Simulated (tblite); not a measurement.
C₇H₄Br₂O.
Geometry (GFN2-xTB, Å), atoms numbered from 1 in this order:
```
atom  x, y, z in Å
O1     2.9999    1.0045    0.1680
C2     2.2949    0.0666    0.0158
Br3    3.2115   -1.6745   -0.2595
C4     0.8356    0.0076    0.0019
C5     0.1294   -1.1828   -0.1946
C6    -1.2493   -1.2071   -0.2024
C7    -1.9635   -0.0332   -0.0131
C8    -1.2906    1.1577    0.1830
C9     0.0966    1.1886    0.1925
Br10   0.9036    2.8792    0.4727
H11    0.6738   -2.1018   -0.3437
H12   -1.7660   -2.1412   -0.3558
H13   -3.0423   -0.0417   -0.0178
H14   -1.8343    2.0777    0.3308
```

Level: GFN2-xTB in tblite, geometry and Hessian alike; calculated harmonic values, unscaled, isolated species. Errors from tens to a few hundred cm⁻¹ against measured bands are possible. One conformer, not necessarily the lowest. The optimisation stopped once no atom felt more than 0.01 eV/Å.

Lowest wavenumbers of the output (negative numbers stand for imaginary wavenumbers):
```
mode    cm-1
  1     -24.4
  2      89.9
  3     133.0
  4     177.8
  5     185.9
  6     276.2
  7     325.7
  8     364.2
```

Problem. Is this structure a minimum?

Solution. Not by this Hessian. 1 mode is imaginary beyond 20i (24i cm⁻¹), so at this level the point lies at or near a first-order saddle. The curvature is small, so loose convergence or finite differences may be the whole cause.

Problem. Which atoms move in the imaginary mode?

Solution. 24i: O1 (carbonyl oxygen) 56 %, Br3 (bromine bonded to C) 14 %, C2 (acyl halide carbon) 10 %. These are shares of the mass-weighted motion.

Problem. What is the remedy?

Solution. Step along that mode in both directions, optimise again with tighter thresholds and repeat the frequencies. The zero-point energy of this point (54.5 kcal/mol) counts the 35 real modes alone, and thermal corrections from it aren't those of a minimum.
